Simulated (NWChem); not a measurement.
All runs are NWChem calculations. System: HO4S, charge 0, spin multiplicity 2, at the geometry of a parent with another charge or spin, in a state set for the comparison that need not be this species' ground state. Its SCF solution wasn't tested for a lower state.

The NWChem input:

```
start mol
memory heap 200 mb stack 900 mb global 1100 mb
geometry units angstroms nocenter noautoz noautosym
  O      1.413020    -0.278211    -0.543848
  S     -0.148682     0.027406     0.025362
  O      0.075912     0.001064     1.488161
  O     -0.944511    -1.084704    -0.504935
  O     -0.484820     1.344992    -0.525989
  H      1.902110    -0.303609     0.287092
end
basis spherical
  * library def2-svpd
end
dft
  xc slater vwn_5
  odft
  mult 2
  semidirect memsize 60000000 filesize 0
  iterations 100
end
task dft energy
```

The output up to the point where the run's verdict is printed (cleaned and shortened):

```
             Northwest Computational Chemistry Package (NWChem) 7.3.0
             --------------------------------------------------------

                                NWChem Input Module
                                -------------------

 Scaling coordinates for geometry "geometry" by  1.889725989
 (inverse scale =  0.529177249)

                             Geometry "geometry" -> ""
                             -------------------------

 Output coordinates in angstroms (scale by  1.889725989 to convert to a.u.)

  No.       Tag          Charge          X              Y              Z
 ---- ---------------- ---------- -------------- -------------- --------------
    1 O                    8.0000     1.41302000    -0.27821100    -0.54384800
    2 S                   16.0000    -0.14868200     0.02740600     0.02536200
    3 O                    8.0000     0.07591200     0.00106400     1.48816100
    4 O                    8.0000    -0.94451100    -1.08470400    -0.50493500
    5 O                    8.0000    -0.48482000     1.34499200    -0.52598900
    6 H                    1.0000     1.90211000    -0.30360900     0.28709200

 Effective nuclear repulsion energy (a.u.)     273.2389325731

            Nuclear Dipole moment (a.u.)
            ----------------------------
        X                 Y               Z
 ---------------- ---------------- ----------------
     0.0000113384     0.0000283459    -0.0000075589


 Summary of "ao basis" -> "" (spherical)
 ------------------------------------------------------------------------------
       Tag                 Description            Shells   Functions and Types
 ---------------- ------------------------------  ------  ---------------------
 *                         def2-svpd                  on all atoms

                                 NWChem DFT Module
                                 -----------------

 Summary of "ao basis" -> "ao basis" (spherical)
 ------------------------------------------------------------------------------
       Tag                 Description            Shells   Functions and Types
[...]
 d= 0,ls=0.5,diis    75   -695.7713098771 -4.50D-06  9.79D-06  5.04D-05    25.8
                                                     2.59D-05  5.02D-05
 d= 0,ls=0.5,diis    76   -695.7713176442 -7.77D-06  1.62D-05  5.92D-05    26.1
                                                     3.13D-05  5.81D-05
 d= 0,ls=0.5,diis    77   -695.7713467015 -2.91D-05  1.87D-05  1.61D-05    26.4
                                                     2.71D-05  2.38D-05
 d= 0,ls=0.5,diis    78   -695.7713473335 -6.32D-07  2.93D-05  4.45D-05    26.7
                                                     2.84D-05  4.54D-05
 d= 0,ls=0.5,diis    79   -695.7713273495  2.00D-05  2.29D-05  1.21D-04    27.1
                                                     2.39D-05  1.04D-04
 d= 0,ls=0.5,diis    80   -695.7713049992  2.24D-05  1.32D-05  1.96D-04    27.4
                                                     1.95D-05  1.64D-04
 d= 0,ls=0.5,diis    81   -695.7712935402  1.15D-05  3.50D-05  2.39D-04    27.7
                                                     3.53D-05  2.01D-04
 d= 0,ls=0.5,diis    82   -695.7713635939 -7.01D-05  8.50D-06  7.64D-05    28.0
                                                     2.11D-05  7.76D-05
 d= 0,ls=0.5,diis    83   -695.7713662666 -2.67D-06  2.40D-05  9.42D-05    28.4
                                                     3.11D-05  8.93D-05
 d= 0,ls=0.5,diis    84   -695.7714038985 -3.76D-05  1.11D-05  2.54D-05    28.7
                                                     2.29D-05  3.21D-05
 d= 0,ls=0.5,diis    85   -695.7714099374 -6.04D-06  1.95D-05  3.63D-05    29.0
                                                     2.24D-05  3.84D-05
 d= 0,ls=0.5,diis    86   -695.7714032615  6.68D-06  1.62D-05  7.63D-05    29.3
                                                     2.60D-05  6.66D-05
 d= 0,ls=0.5,diis    87   -695.7714303161 -2.71D-05  1.48D-05  2.48D-05    29.7
                                                     2.75D-05  2.89D-05
 d= 0,ls=0.5,diis    88   -695.7714483330 -1.80D-05  2.06D-05  4.55D-06    30.0
                                                     2.42D-05  1.04D-05
 d= 0,ls=0.5,diis    89   -695.7714479728  3.60D-07  6.53D-06  2.69D-05    30.3
                                                     2.30D-05  2.69D-05
 d= 0,ls=0.5,diis    90   -695.7714616495 -1.37D-05  1.02D-05  1.09D-05    30.6
                                                     2.14D-05  1.54D-05
 d= 0,ls=0.5,diis    91   -695.7714657469 -4.10D-06  2.63D-05  1.97D-05    31.0
                                                     2.45D-05  2.21D-05
 d= 0,ls=0.5,diis    92   -695.7714523587  1.34D-05  1.58D-05  7.13D-05    31.3
                                                     1.88D-05  6.12D-05
 d= 0,ls=0.5,diis    93   -695.7714428331  9.53D-06  9.12D-06  1.07D-04    31.6
                                                     1.62D-05  9.07D-05
 d= 0,ls=0.5,diis    94   -695.7714391626  3.67D-06  2.95D-06  1.26D-04    31.9
                                                     1.54D-05  1.08D-04
 d= 0,ls=0.5,diis    95   -695.7714455520 -6.39D-06  3.06D-05  1.20D-04    32.3
                                                     3.02D-05  1.05D-04
 d= 0,ls=0.5,diis    96   -695.7714875249 -4.20D-05  8.09D-06  2.79D-05    32.6
                                                     2.06D-05  3.20D-05
 d= 0,ls=0.5,diis    97   -695.7715000946 -1.26D-05  1.15D-05  1.53D-05    32.9
                                                     2.31D-05  1.95D-05
 d= 0,ls=0.5,diis    98   -695.7715124443 -1.23D-05  6.72D-06  3.08D-06    33.3
                                                     1.98D-05  7.52D-06
 d= 0,ls=0.5,diis    99   -695.7715185646 -6.12D-06  3.82D-05  3.89D-06    33.6
                                                     2.84D-05  7.70D-06
 d= 0,ls=0.5,diis   100   -695.7715010555  1.75D-05  8.59D-06  6.65D-05    33.9
                                                     1.53D-05  5.10D-05
```

The run did not converge; its last values are not results. The next line reads: Calculation failed to converge. NWChem stopped with the message: dft energy failed.
